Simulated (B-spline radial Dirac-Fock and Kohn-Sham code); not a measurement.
**X-ray form factors of silver in several charge states**

Method: Dirac-Fock orbitals of the configuration average with a finite nucleus. Computed with a radial B-spline solver.

Configurations: Ag [Kr] 4d10 5s1; Ag²⁺ [Kr] 4d9; Ag³⁺ [Kr] 4d8; Ag⁵⁺ [Kr] 4d6. The first column is f₀ of Ag, the others are differences from it.

```
s (Å⁻¹)      Ag  Δ Ag²⁺  Δ Ag³⁺  Δ Ag⁵⁺
      0  47.000  -2.000  -3.000  -5.000
    0.1  43.964  -1.018  -1.778  -3.402
    0.2  38.155  -0.135  -0.451  -1.290
    0.3  32.416  +0.074  +0.045  -0.161
    0.4  27.706  +0.064  +0.125  +0.207
    0.5  24.180  +0.027  +0.082  +0.212
    0.7  19.661  -0.005   0.000  +0.029
    0.9  16.651  -0.006  -0.016  -0.041
    1.1  14.035  -0.002  -0.010  -0.034
    1.4  10.622   0.000  -0.001  -0.010
```
